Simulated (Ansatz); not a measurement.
Stepwise reaction of `O[Si](O)(Cl)[SiH](Cl)Cl` with hydrogen, as a gas-phase model of exchange steps in deposition or etching. ΔE in kJ/mol.

Gas-phase electronic energies from Ansatz, PBE0-D4/def2-TZVP geometries. CBS: MP2 limit from def2 TZ/QZ plus the TZ coupled-cluster correction, frozen cores. This one scheme is used for every species. Functionals use def2-TZVPP. B3LYP here is the variant with VWN-RPA as its local correlation; programs differ in this. Each species was taken in one conformer, which may not be the lowest.

```csv
step,reaction,PBE-D4,B3LYP-D4,ωB97M-V,CCSD(T)/CBS
1,`O[Si](O)(Cl)[SiH](Cl)Cl` + H₂ → `O[SiH](O)[SiH](Cl)Cl` + HCl,94.9,95.0,95.2,93.8
2,`O[SiH](O)[SiH](Cl)Cl` + H₂ → `O[SiH](O)[SiH2]Cl` + HCl,88.3,86.0,86.7,84.3
3,`O[SiH](O)[SiH2]Cl` + H₂ → `O[SiH](O)[SiH3]` + HCl,66.8,68.7,68.5,69.0
```

(1) By hand: ΔE of the 3 steps together at CCSD(T)/CBS.

Results:

(1) (93.8) + (84.3) + (69.0) = 247.1 kJ/mol, or 82.4 kJ/mol a step.

In ΔE each step is lower than the one before. All are uphill at CCSD(T)/CBS. PBE-D4 differs from CCSD(T)/CBS by -2.2 to 4.0 kJ/mol a step. Isolated molecules leave out the surface, adducts and barriers. Largest T1 diagnostic: 0.013.
